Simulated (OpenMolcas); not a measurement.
**As: from CASSCF to CASPT2**

| Item | Value |
| --- | --- |
| Program | OpenMolcas |
| Basis | ANO-RCC-VDZP [5s4p2d] |
| Scalar Hamiltonian | DKH2, point nucleus |
| Active space | 3 electrons in 3 orbitals (4p) |
| State averaging | 2S+1 = 4 odd, 1 root; 2S+1 = 2 odd, 8 roots |
| Spin-orbit coupling | RASSI with atomic mean-field integrals over the reference wave functions, term energies averaged over their components |

Methods on the same reference wave functions:
A. CASSCF
B. SS-CASPT2, IPEA 0.25 Eh, imaginary shift 0.1 Eh (closed shells correlated: 3d 4s)

Energies in cm⁻¹ above 4s² 4p³ ⁴S°_3/2, the measured ground level; measured values from NIST Handbook of Basic Atomic Spectroscopic Data.

```json
{"Level": "4s² 4p³ ⁴S°_3/2", "A": "0.0", "B": "0.0", "Measured": "0.0"}
{"Level": "4s² 4p³ ²D°_3/2", "A": "14442", "B": "12970", "Measured": "10593"}
{"Level": "4s² 4p³ ²D°_5/2", "A": "14628", "B": "13190", "Measured": "10915"}
{"Level": "4s² 4p³ ²P°_1/2", "A": "24156", "B": "21180", "Measured": "18186"}
{"Level": "4s² 4p³ ²P°_3/2", "A": "24406", "B": "21470", "Measured": "18648"}
```

Deviations, from unrounded energies. A percentage is the sum of absolute deviations over the sum of measured energies, with the sign that they share, or ± where signs differ.

```csv
Against measurement,Levels,A,B
mean absolute deviation (cm-1),4,4800,2600
other terms of the ground configuration (%),4,+33.1,+17.9
```

B lies closest to measurement on these levels. The largest miss of B in the table is 4s² 4p³ ²P°_1/2, by +3000 cm-1. The ranking rests on the paired levels alone, and a cruder setting can come out closer through cancelling errors.

From A to B the spin-free energies of the other terms of 4s² 4p³ shown, above ⁴S°, scale by factors of 0.88 to 0.90.

The lowest spin-free term lies below A's lowest term by 0.068 hartree in B.

CASPT2 does not keep the components of a term degenerate, so their means are used; among the terms shown or strongly mixed into the levels shown the widest spread is 200 cm-1 (4s² 4p³ ²D°, B). With the s shell closed, the reference lacks s² → p² mixing. Without dynamic correlation excited terms often stand tens of per cent too high (terms of higher spin than the ground term too low), and those without a measured partner can miss by more than the paired ones (holds for A). Some terms miss by over 15 % even with CASPT2, which points to a basis or an active space too small for the shells correlated (holds for B). Measured partners are found by configuration, term and J. A level has none where our copy of the source lacks it or the pairing is in doubt (some pairs that miss far off the trend of their configuration count as doubtful), and it then counts in no deviation. Levels of configurations outside the active space are missing.

° marks odd parity.
